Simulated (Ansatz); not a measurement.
`N#[C][GaH2]` + `N=CO` → `O/C=[N]/[GaH2]` + `C#N` at 600 K and 1 bar (ligand exchange at a Ga–C bond).

Isolated molecules relaxed with PBE0-D4/def2-TZVP in Ansatz; ΔE leaves out vibrations. CCSD(T)/CBS is the MP2 limit (def2-TZVPP, def2-QZVPP) plus CCSD(T) − MP2 in def2-TZVPP, frozen cores. This one scheme is used for every species. For Ga outer-core shells are correlated without core-valence functions, which leaves a few kJ/mol of doubt a bond. Scalar relativity is left out up to krypton. Each species was taken in one conformer, which may not be the lowest.

| species | CCSD(T)/CBS energy (Eh) | H − E (kJ/mol) | S (J/(mol·K)) |
| --- | --- | --- | --- |
| `N#[C][GaH2]` | -2017.86565 | 92.2 | 332.4 |
| `N=CO` | -169.71775 | 152.4 | 293.9 |
| `O/C=[N]/[GaH2]` | -2094.25715 | 179.4 | 395.6 |
| `C#N` | -93.32098 | 64.3 | 228.4 |

H − E and S are ideal-gas, rigid-rotor, harmonic terms from PBE0-D4/def2-TZVP, for one conformer and one mirror image of each species. 1 Eh = 2625.50 kJ/mol, R = 8.31446 J/(mol·K).

**Question.** By hand: ΔE, ΔH, ΔS and ΔG.

**Answer.** ΔE = (-2094.25715) + (-93.32098) − (-2017.86565) − (-169.71775) = 0.00527 Eh = 13.8 kJ/mol. Δ(H − E) = 179.4 + 64.3 − 92.2 − 152.4 = -0.9, so ΔH = 12.9 kJ/mol. ΔS = 395.6 + 228.4 − 332.4 − 293.9 = -2.3 J/(mol·K). ΔG = 12.9 − 600 × (-2.3)/1000 = 14.3 kJ/mol.

**Question.** By hand: the equilibrium constant, and the temperature at which ΔG would vanish if ΔH and ΔS stayed fixed.

**Answer.** log₁₀ K = −ΔG/(RT ln 10) = -1.2. ΔH and −TΔS have one sign here, so there is no such temperature. One of them is within its doubt of zero, so this could turn.

The number of gas molecules stays the same, so ΔS is small and ΔH decides. A doubt of 5 kJ/mol in ΔE shifts log₁₀ K by 0.4 here. Other conformers and mirror images would add mixing entropy, several J/(mol·K) or more a flexible species. These are equilibria of isolated gas molecules and say nothing of rates. Largest T1 diagnostic: 0.016 (customary marks: 0.02 for closed shells, 0.045 for open ones).
